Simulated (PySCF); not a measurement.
Mayer bond orders and bond lengths

Species: C5H8F3OP.
Atom-mapped SMILES: `[CH2:1]=[CH:2][CH2:3][P@:4]([CH3:5])(=[O:6])[C:7]([F:8])([F:9])[F:10]` (hydrogens: H11, H12 on C1; H13 on C2; H14, H15 on C3; H16, H17, H18 on C5)

Geometry (PBE0-D3(BJ)/def2-SVP, Å), atoms numbered from 1 in this order:
```
atom  x, y, z in Å
C1     2.7683    0.5948    0.3509
C2     1.9277   -0.4390    0.2867
C3     0.7530   -0.5200   -0.6331
P4    -0.7989   -0.5504    0.3291
C5    -1.0419    1.1011    1.0151
O6    -0.9249   -1.6862    1.2864
C7    -2.0770   -0.5951   -1.0566
F8    -1.9416   -1.7008   -1.7860
F9    -1.9235    0.4576   -1.8779
F10   -3.3159   -0.5566   -0.5752
H11    2.6619    1.4628   -0.3082
H12    3.6023    0.6039    1.0569
H13    2.0576   -1.2920    0.9622
H14    0.7236    0.3116   -1.3543
H15    0.7513   -1.4694   -1.1956
H16   -1.0390    1.8697    0.2297
H17   -2.0023    1.1132    1.5494
H18   -0.2311    1.2966    1.7314
```

Bond orders from the PBE0/pcSseg-1 density (PySCF). The structure is a single PBE0-D3(BJ)/def2-SVP conformer in the gas phase; no vibrational or solvent corrections.

Problem. How far do the computed orders between heavy atoms stray from the drawn ones?

Solution. The largest departure is 0.222, at P4–C7 (drawn single, 0.778). Drawn single, order below 0.88: P4–C7 (0.778).

Problem. Give the Mayer order of every bond, beside its length.

Solution. 
```tsv
bond	drawn as	length (Å)	Mayer order
C1–C2	double	1.334	1.965
C2–C3	single	1.494	1.035
C3–P4	single	1.826	0.893
P4–C5	single	1.805	0.964
P4–O6	double	1.491	1.879
P4–C7	single	1.886	0.778
C7–F8	single	1.332	0.991
C7–F9	single	1.344	0.952
C7–F10	single	1.330	1.002
C1–H11	single	1.095	0.954
C1–H12	single	1.093	0.951
C2–H13	single	1.096	0.948
C3–H14	single	1.101	0.919
C3–H15	single	1.104	0.915
C5–H16	single	1.099	0.927
C5–H17	single	1.099	0.939
C5–H18	single	1.099	0.933
```

By pair of heavy elements: C–C: lowest C2–C3 (1.035, 1.494 Å), highest C1–C2 (1.965, 1.334 Å). C–P: lowest P4–C7 (0.778, 1.886 Å), highest P4–C5 (0.964, 1.805 Å). C–F: lowest C7–F9 (0.952, 1.344 Å), highest C7–F10 (1.002, 1.330 Å).

Problem. Sum the orders of all bonds at each heavy atom with more than one neighbour and set the sums beside the valence in the SMILES.

Solution. C1 3.870 (drawn 4), C2 3.948 (drawn 4), C3 3.762 (drawn 4), P4 4.514 (drawn 5), C5 3.763 (drawn 4), C7 3.723 (drawn 4). Orders between atoms that aren't bonded are not in these sums.

The Mayer order sums products of elements of PS (density times overlap matrix) between the two atoms' basis functions, so it depends on the basis set.
